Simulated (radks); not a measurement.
Charge is removed step by step from the 5s1/2 level of the technetium ion Tc+, starting from [Kr] 4d5 5s1. Calculated with a radial shooting solver on a logarithmic mesh with Libxc functionals: Dirac Kohn-Sham, PBEsol, spin-unpolarised, spherical densities, finite nucleus; open shells are shared between the two j in proportion to 2j + 1; Fermi nuclear charge, rms radius 4.4112 fm.

removed (e),E - E(0) (eV),eigenvalue (eV),E minus straight line (eV)
0,0.000,-11.429,0.000
0.25,3.067,-13.111,-0.643
0.5,6.558,-14.822,-0.862
0.75,10.480,-16.561,-0.650
1,14.841,-18.326,0.000

Removing the whole electron costs 14.841 eV by Delta-SCF, against 11.429 eV from minus the eigenvalue at the starting occupation. Slater's transition state (half an electron removed) gives 14.822 eV. Integrating minus the eigenvalue over the occupation (Janak's theorem) gives 14.841 eV. The mean slope of the eigenvalue, de/dn, is 6.90 eV per electron. Ionisation energy of Tc+ in the NIST Atomic Spectra Database: 15.260 eV (semi-empirical).

Beside tabulated values, note that spin-unpolarised runs miss the spin-polarisation part of the exchange energy of open shells.
